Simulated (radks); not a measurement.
Kr5+, 31 electrons, occupied as [Ar] 3d9 4s2 4p2 (not the ground configuration).

Calculated with a radial shooting solver on a logarithmic mesh with Libxc functionals: scalar-relativistic Kohn-Sham, LDA (Slater exchange, Perdew-Wang correlation), spin-polarised, spherical densities, finite nucleus; open shells are filled with parallel spins first; Fermi nuclear charge, rms radius 4.1884 fm.

Energy parts (hartree):
| part | energy |
|---|---|
| total | -2776.55213 |
| kinetic | 2839.54423 |
| electron-nucleus | -6600.67362 |
| Hartree | 1074.53137 |
| exchange-correlation | -89.95411 |

Orbitals (lengths in bohr, moments of r in powers of bohr):
| orbital | occ. | eigenvalue (hartree) | <r^4> | <r> | <1/r> |
|---|---|---|---|---|---|
| 1s up | 1 | -522.9645 | 0.00001392 | 0.04154 | 36.71 |
| 1s down | 1 | -522.9533 | 0.00001392 | 0.04154 | 36.71 |
| 2s up | 1 | -71.94923 | 0.002735 | 0.1838 | 8.152 |
| 2s down | 1 | -71.89805 | 0.002732 | 0.1837 | 8.155 |
| 2p up | 3 | -64.08116 | 0.001974 | 0.1602 | 7.979 |
| 2p down | 3 | -64.03746 | 0.001970 | 0.1602 | 7.982 |
| 3s up | 1 | -12.98049 | 0.1584 | 0.5259 | 2.727 |
| 3s down | 1 | -12.90631 | 0.1584 | 0.5262 | 2.725 |
| 3p up | 3 | -10.46743 | 0.1835 | 0.5333 | 2.583 |
| 3p down | 3 | -10.39224 | 0.1834 | 0.5336 | 2.581 |
| 3d up | 5 | -6.30507 | 0.2473 | 0.5355 | 2.334 |
| 3d down | 4 | -6.22447 | 0.2465 | 0.5356 | 2.333 |
| 4s up | 1 | -3.42520 | 6.228 | 1.355 | 0.9962 |
| 4s down | 1 | -3.31974 | 6.358 | 1.358 | 0.9953 |
| 4p up | 2 | -2.76877 | 9.223 | 1.484 | 0.8978 |
| 4p down | 0 | -2.66618 | 9.610 | 1.495 | 0.8927 |

The highest occupied level is 4p up at -75.342 eV. The density falls to 0.001 e/bohr^3 at r = 2.88 bohr. Spin moment in Bohr magnetons: 3. The electron density at the nucleus is 4.995e+04 e/bohr^3 (large components only). Summed over all electrons, <r^2> = 15.17 bohr^2, which gives a Langevin (diamagnetic) susceptibility term of -12 x 10^-6 cm^3/mol.
